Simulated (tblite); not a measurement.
C4H13ClSi2.
Numbering: `[CH3:1][CH2:2][Si@H:3]([CH3:4])[SiH2:5][CH2:6][Cl:7]` (hydrogens: H8, H9, H10 on C1; H11, H12 on C2; H13 on Si3; H14, H15, H16 on C4; H17, H18 on Si5; H19, H20 on C6)

Structure optimised with GFN2-xTB, isolated species.

(1) List the bond lengths, angles and torsions at this level.

Results:

(1) 
```
                  bond  length (Å)   order
                 C1–C2       1.524  single
                C2–Si3       1.913  single
                Si3–C4       1.907  single
               Si3–Si5       2.326  single
                Si5–C6       1.917  single
                C6–Cl7       1.784  single
  C1–H8, C1–H9, C1–H10       1.088  single
                C2–H11       1.092  single
                C2–H12       1.091  single
               Si3–H13       1.481  single
C4–H14, C4–H15, C4–H16       1.087  single
               Si5–H17       1.469  single
               Si5–H18       1.472  single
                C6–H19       1.087  single
                C6–H20       1.087  single
```

Bonds in one row agree within 0.01 Å and their mean is given. Orders are formal, as drawn. A selection of angles:
```
      angle  degrees
   C2–C1–H8    110.6
   H8–C1–H9    108.2
  C1–C2–Si3    113.7
  C1–C2–H11    108.9
  C1–C2–H12    108.9
 Si3–C2–H11    109.7
 Si3–C2–H12    109.3
 H11–C2–H12    106.1
  C2–Si3–C4    109.4
 C2–Si3–Si5    108.3
 C2–Si3–H13    107.1
 C4–Si3–Si5    111.9
 C4–Si3–H13    107.3
Si5–Si3–H13    112.7
 Si3–C4–H14    110.8
 H14–C4–H15    107.5
 Si3–Si5–C6    109.2
Si3–Si5–H17    116.2
Si3–Si5–H18    116.3
 C6–Si5–H17    104.7
 C6–Si5–H18    103.6
H17–Si5–H18    105.5
 Si5–C6–Cl7    108.9
 Si5–C6–H19    113.0
 Si5–C6–H20    113.4
 Cl7–C6–H19    106.4
 Cl7–C6–H20    106.4
 H19–C6–H20    108.3
```

Dihedral angles: C1–C2–Si3–C4 -53° (synclinal); C2–Si3–Si5–C6 -158° (antiperiplanar); Si3–Si5–C6–Cl7 -57° (synclinal).

Si3 (SiH silicon) is tetrahedral (angles from 107.1° to 112.7°). Of the pairs four or more bonds apart, Cl7···H14 is among the closest relative to their van der Waals radii: 3.09 Å, 105 % of the sum of Bondi's values. Si5 (SiH2 silicon) is distorted tetrahedral (angles from 103.6° to 116.3°).

Point group: C1 (no symmetry element, even within 0.4 Å). Its GFN2-xTB frequencies are all real (lowest 20 cm⁻¹). One conformer, not necessarily the lowest.

Hardware: Arm Neoverse V1, one thread, shared host. Cost: 1.4 s of wall time. This is the geometry optimisation.

The numbers are calculated, not measured.
